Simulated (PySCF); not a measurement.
Iodine: a sound run and one with changed settings

Sound run: I²⁺ [Kr] 4d10 5s2 5p3, I³⁺ [Kr] 4d10 5s2 5p2. Computed with PySCF 2.14 in def2-TZVP with the def2 core potential (28 electrons) (6s5p3d2f, 50 functions), with a scalar-relativistic core potential. In the sound run the correlated levels freeze 4s2 4p6 4d10 outside the core potential. The sound run starts from symmetry-adapted Hartree-Fock orbitals and uses a fine grid where one is needed.

Changed run: initial guess 1e, at most 50 SCF cycles.

```json
{"species": "I²⁺", "method": "UHF", "sound run (hartree)": "-295.65756", "changed run (hartree)": "-295.65756", "converged": "yes"}
{"species": "I²⁺", "method": "PBE0", "sound run (hartree)": "-296.61702", "changed run (hartree)": "-296.61702", "converged": "yes"}
{"species": "I²⁺", "method": "CCSD(T)", "sound run (hartree)": "-295.73813", "changed run (hartree)": "-295.73813", "converged": "yes"}
{"species": "I³⁺", "method": "LDA", "sound run (hartree)": "-295.04122", "changed run (hartree)": "-295.04122", "converged": "yes"}
{"species": "I³⁺", "method": "MP2", "sound run (hartree)": "-294.60887", "changed run (hartree)": "-294.60887", "converged": "yes"}
```

Here the plain start reaches the same solutions.
